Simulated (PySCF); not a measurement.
**Computed NMR parameters against published values**

Atoms are numbered as in `[N:1]#[C:2][S:3][c:4]1[cH:5][cH:6][cH:7][cH:8][cH:9]1`. Each H is labelled by its parent atom.

Published estimates (parent shift plus substituent increments) and measurements: δ 13C C5/C9 131.0; C6/C8 130.7; C7 130.7 ppm (estimated from measurements, as parent shift plus tabulated substituent increment; solution, not stated per compound (mostly CDCl3 or CCl4); Pretsch, Buehlmann, Badertscher, Structure Determination of Organic Compounds, 4th ed. (2009)).

Computed data (PySCF): geometry from GFN2-xTB, shielding tensors at PBE0/pcSseg-1 (GIAO). Equivalent nuclei averaged, no relativistic terms, no solvent, a single conformation.

(1) How close does the calculation come?

(2) How far are the unscaled 13C shifts from the references?

Results:

(1) 
Reference values: estimated from measurements, as parent shift plus tabulated substituent increment (solution, not stated per compound (mostly CDCl3 or CCl4); Pretsch, Buehlmann, Badertscher, Structure Determination of Organic Compounds, 4th ed. (2009)).
```json
{"atoms": "C5/C9", "quantity": "δ 13C", "reference": "131.0", "computed": "141.8", "computed, scaled": "136.0"}
{"atoms": "C6/C8", "quantity": "δ 13C", "reference": "130.7", "computed": "136.2", "computed, scaled": "130.5"}
{"atoms": "C7", "quantity": "δ 13C", "reference": "130.7", "computed": "136.9", "computed, scaled": "131.2"}
```

Computed shifts are σ(ref) − σ with the named reference compound (TMS for H and C) calculated as an isolated molecule at the same level. The measured values may be among those fitted. Shieldings were converted by linear fits to measured shifts (mostly CDCl3, TMS scale, for H and C): 13C: δ = 179.97 − 0.974σ -3.8 per attached S (rms 2.1 ppm, 958 shifts, 2.3 ppm with the 13 outliers that the fit left out). A few per cent of atoms miss by over 2 rms, more outside the fitted compound classes.

(2) Mean signed difference +7.50 ppm, mean absolute 7.50 ppm over 3 comparisons; the largest is +10.8 ppm at C5/C9 (aromatic CH).
